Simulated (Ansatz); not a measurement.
Reaction (ligand exchange at the Si–S bond): `O[SiH2]S[SiH2]F` + `O[SiH](O)F` → `O[SiH](F)O[SiH2]F` + `O[SiH2]S`

Calculated with Ansatz (gas phase, PBE0-D4/def2-TZVP geometries, no zero-point term in ΔE). CCSD(T)/CBS adds triple-zeta CCSD(T) − MP2 to the extrapolated MP2 energy (def2 sets, frozen cores). This one scheme is used for every species. DFT in def2-TZVPP. B3LYP here is the variant with VWN-RPA as its local correlation; programs differ in this. One conformer a species, not always the lowest.

`O[SiH2]S[SiH2]F`:

```xyz
10

O     1.055    0.026   -1.902
Si    0.113    1.057   -1.051
S     0.614    1.092    1.041
Si   -0.336   -0.732    1.514
F     0.180   -1.872    0.502
H     1.075   -0.887   -1.605
H     0.377    2.412   -1.574
H    -1.323    0.689   -1.146
H    -1.802   -0.669    1.331
H     0.047   -1.116    2.889
```

`O[SiH](O)F`:

Cartesian coordinates in Å:
```
O -0.512 -1.050 0.695
Si -0.170 0.212 -0.278
O 0.804 1.231 0.519
F 0.525 -0.363 -1.593
H -0.796 -1.873 0.294
H -1.346 0.976 -0.713
H 1.494 0.867 1.076
```

`O[SiH](F)O[SiH2]F`:

Z-matrix (Å, degrees):
```
Si
F 1 1.591
O 1 1.622 2 106.8
O 1 1.618 2 110.6 3 -120.9
H 1 1.465 2 109.0 3 121.1
Si 3 1.622 1 150.9 2 39.1
H 4 0.958 1 120.2 2 65.0
F 6 1.592 3 109.2 1 54.8
H 6 1.478 3 110.4 1 -63.2
H 6 1.476 3 108.4 1 172.2
```

`O[SiH2]S`:

Z-matrix (Å, degrees):
```
Si
S 1 2.133
O 1 1.642 2 113.5
H 1 1.478 2 111.7 3 117.8
H 1 1.484 2 102.9 3 -122.0
H 2 1.344 1 94.6 3 -65.2
H 3 0.959 1 117.2 2 -51.2
```

| level | ΔE (kcal/mol) | difference from CCSD(T)/CBS |
| --- | --- | --- |
| r2SCAN-D4 | -11.8 | 1.4 |
| ωB97M-V | -12.5 | 0.7 |
| PBE0 | -11.1 | 2.1 |
| B3LYP | -15.0 | -1.8 |
| MP2/def2-TZVPP | -13.0 | 0.2 |
| SCS-MP2/def2-TZVPP | -14.8 | -1.6 |
| CCSD(T)/def2-TZVPP | -14.0 | -0.8 |
| HF/def2-QZVPP | -20.4 | -7.2 |
| SCS-MP2/def2-QZVPP | -14.5 | -1.3 |
| HF/CBS(def2) | -20.5 | -7.3 |
| CCSD(T)/CBS | -13.2 | 0 |

Largest T1 diagnostic among the species: 0.012.

In def2-TZVPP, CCSD(T) changes the Hartree–Fock value by +5.7 kcal/mol (the triples alone add +1.2 kcal/mol) and MP2 by +6.7 kcal/mol. The D4 term adds +1.4 kcal/mol with B3LYP and +0.7 kcal/mol with PBE0; it sums over pairs of atoms, weighted by their polarisabilities, and B3LYP, whose exchange is more repulsive, gets the larger term.

CCSD(T)/CBS has its own doubt, a few kJ/mol and more with outer-core shells, so smaller differences from it don't rank the levels.
